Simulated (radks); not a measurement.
Spherical quantum dot in the effective-mass picture: electrons in a hard-walled sphere of radius 1.39, with a point charge +1 (a donor) at the centre, all in effective atomic units (hartree* = m*/eps^2 hartree, bohr* = eps/m* bohr), one dielectric constant everywhere. Calculated with a radial shooting solver with Libxc functionals: non-relativistic Kohn-Sham, LDA (Slater exchange, Perdew-Wang correlation), spin-polarised, spherical densities. Levels are named by radial order and angular momentum (1s, 1p, 1d, 2s, ...), and open shells are averaged over m. Each electron was tried in the lowest free levels, single moves between levels near the top were tried too, and the lowest total energy was kept; such a search can miss a lower state. At N = 1 the Hartree and exchange-correlation terms need not cancel, so that row can carry a self-interaction error.

N	open shells	2S	E (hartree*)	addition energy mu(N+1) - mu(N) (hartree*)	e(HOMO) (hartree*)	rms radius (bohr*)
1	1s(up 1, down 0)	1	0.740645	1.321	1.2405	0.6847
2	none	0	2.80231	3.940	2.5642	0.7034
3	1p(up 1, down 0)	1	8.80397	0.9387	6.4632	0.7615
4	1p(up 2, down 0)	2	15.7443	0.9685	7.4217	0.7914
5	1p(up 3, down 0)	3	23.6531	1.269	8.3977	0.8106
6	1p(up 3, down 1)	2	32.8314	0.9253	9.6348	0.8250
7	1p(up 3, down 2)	1	42.9351	0.9505	10.576	0.8363
8	none	0	53.9892	4.107	11.534	0.8456
9	1d(up 1, down 0)	1	69.1499	0.9046	15.612	0.8600
10	1d(up 2, down 0)	2	85.2152	0.9112	16.520	0.8717
11	1d(up 3, down 0)	3	102.192	0.9154	17.434	0.8815
12	1d(up 4, down 0)	4	120.084	0.9180	18.351	0.8899
13	1d(up 5, down 0)	5	138.894	1.189	19.269	0.8973
14	1d(up 5, down 1)	4	158.892	0.8941	20.445	0.9038
15	1d(up 5, down 2)	3	179.785	0.9004	21.342	0.9097
16	1d(up 5, down 3)	2	201.579	0.9044	22.245	0.9150
17	1d(up 5, down 4)	1	224.276	0.9071	23.151	0.9199
18	none	0	247.881	2.806	24.059	0.9243
19	2s(up 1, down 0)	1	274.292	1.375	26.995	0.9208
20	none	0	302.079	2.291	28.377	0.9172
21	1f(up 1, down 0)	1	332.156	0.8789	30.517	0.9230
22	1f(up 2, down 0)	2	363.112	0.8805	31.396	0.9283
23	1f(up 3, down 0)	3	394.949	0.8817	32.277	0.9332
24	1f(up 4, down 0)	4	427.668	0.8826	33.160	0.9378
25	1f(up 5, down 0)	5	461.269	0.8832	34.043	0.9421
26	1f(up 6, down 0)	6	495.753	0.8837	34.926	0.9461
27	1f(up 7, down 0)	7	531.121	1.128	35.810	0.9498
28	1f(up 7, down 1)	6	567.617	0.8716	36.932	0.9534
29	1f(up 7, down 2)	5	604.985	0.8732	37.804	0.9567
30	1f(up 7, down 3)	4	643.226	-	38.678	0.9599

All shells are closed at N = 2, 8, 18, 20 (there: 1s2 1p6 1d10 2s2); the second difference of the energy has clear peaks (12 % above both neighbours; the first and last values, which can be the largest, are not judged, and half-filled shells can peak too) at N = 2, 5, 8, 13, 18, 20, 27.
